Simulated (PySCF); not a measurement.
Structure problem from calculated spectra and properties.

Formula: C4H9F3N2.

| Quantity | Value |
| --- | --- |
| 1H NMR | chemical shifts (computed TMS as zero) by class: 2.93 (2 H), 2.57 (3 H), 2.39 (3 H), 1.33 (1 H) ppm [GIAO B97-2/pcSseg-1] |
| Polarisability | 71.0 au [CAM-B3LYP/def2-SVPD] |
| 13C NMR | chemical shifts (computed TMS as zero) by class: 128.6 (1 C), 64.2 (1 C), 39.4 (1 C), 37.7 (1 C) ppm [GIAO B97-2/pcSseg-1] |
| Triplet | lowest triplet excitation (Tamm–Dancoff): 6.26 eV [TDA CAM-B3LYP/def2-SVPD] |
| XPS | C1s 291.5, C1s 291.6, C1s 292.1, C1s 297.9, N1s 405.7, N1s 405.8, F1s 693.7 (×3) eV [ΔSCF SCAN, pcX-2 on the ionised atom, pcseg-1 elsewhere, spin-free X2C] |
| NMR, other nuclei | isotropic shieldings of nuclei other than C and H, by class: 151 (1 N), 186 (1 N), 267 (3 F) ppm [GIAO B97-2/pcSseg-1] |
| UV, strongest line | among the 10 lowest singlet transitions: S5 at 7.59 eV (163 nm, f = 0.065) [TDDFT CAM-B3LYP/def2-SVPD] |
| Valence photoelectron | vertical ionisation energy: 9.04 eV [ΔSCF CAM-B3LYP/def2-SVPD] |
| Rotational structure | rotational constants A, B, C: 2.866, 0.954, 0.869 GHz [PBE0-D3(BJ)/def2-SVP] |

The electronic properties come from PySCF, for the isolated species, density fitting. Levels stand in brackets. The structure is a single PBE0-D3(BJ)/def2-SVP conformer in the gas phase; no vibrational or solvent corrections. NMR classes are plain means over equivalent atoms (diastereotopic ones count apart unless rotation or inversion swaps them), as if these changed places fast.

**Question.** Propose a structure and show how it fits.

**Answer.** Numbering: `[CH3:1][NH:2][N:3]([CH3:4])[CH2:5][C:6]([F:7])([F:8])[F:9]`. Its formula, C4H9F3N2, gives 0 degrees of unsaturation, so no ring and no π bond. 4 carbons fall into 4 classes; from least to most shielded: CF3 carbon [C6] (128.6 ppm), sp3 carbon bound to nitrogen [C5] (64.2 ppm), N-methyl carbon [C4] (39.4 ppm), N-methyl carbon [C1] (37.7 ppm). Hydrogen classes from least to most shielded: 2 H on an sp3 carbon bound to nitrogen, C5 (2.93 ppm), 3 H on an N-methyl carbon, C1 (2.57 ppm), 3 H on an N-methyl carbon, C4 (2.39 ppm, a mean of values up to 1.2 ppm apart in this geometry), 1 H on a hydrazine nitrogen, N2 (1.33 ppm). The other shieldings belong to: 151 ppm, hydrazine nitrogen [N2]; 186 ppm, hydrazine nitrogen [N3]; 267 ppm, fluorine of a CF3 group [F7/F8/F9]. The core levels belong to: C1s 291.5 eV, N-methyl carbon [C1]; C1s 291.6 eV, N-methyl carbon [C4]; C1s 292.1 eV, sp3 carbon bound to nitrogen [C5]; C1s 297.9 eV, CF3 carbon [C6]; N1s 405.7 eV, hydrazine nitrogen [N2]; N1s 405.8 eV, hydrazine nitrogen [N3]; F1s 693.7 eV, fluorine of a CF3 group [F7/F8/F9]. One atom of each topological class was ionised and stands for its class. The first electron is taken from the HOMO, whose largest Löwdin shares are 0.55 on a hydrazine nitrogen, 0.09 on a hydrazine nitrogen, 0.08 on an N-methyl carbon and 0.07 on the sp3 carbon bound to nitrogen. The optimised geometry has point group C1 and is an asymmetric top. Structure: `CN(NC)CC(F)(F)F`. The assignments are read from this structure; whether some other isomer fits the data as well wasn't checked.

The values belong to the conformer `[CH3:1][NH:2][N:3]([CH3:4])[CH2:5][C:6]([F:7])([F:8])[F:9]`: C1–N2–N3–C4 85°, N2–N3–C5–C6 136°, N3–C5–C6–F7 -60°.
